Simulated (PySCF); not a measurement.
**Correlation energy of Hg⁺ (mercury, charge +1)**

[Xe] 4f14 5d10 6s1, 2S determinant. All numbers are calculated (PySCF 2.14, a scalar-relativistic core potential, in aug-cc-pVTZ-PP with one added diffuse shell each of s, p, d, f, g type with ECP60MDF (7s7p6d4f3g, 113 functions)). Frozen: 5s2 5p6; 11 electrons correlated.

MP2 pair energies summed by pair of shells (mhartree):

| pair | energy | share (%) |
| --- | --- | --- |
| 5d-5d | -332.34 | 85.0 |
| 5d-6s | -58.83 | 15.0 |

Total MP2 correlation energy: -391.17 mhartree.

Same-spin part -137.72 and opposite-spin part -253.45 mhartree; SCS-MP2 scales them by 1/3 and 6/5 to -350.04 mhartree.
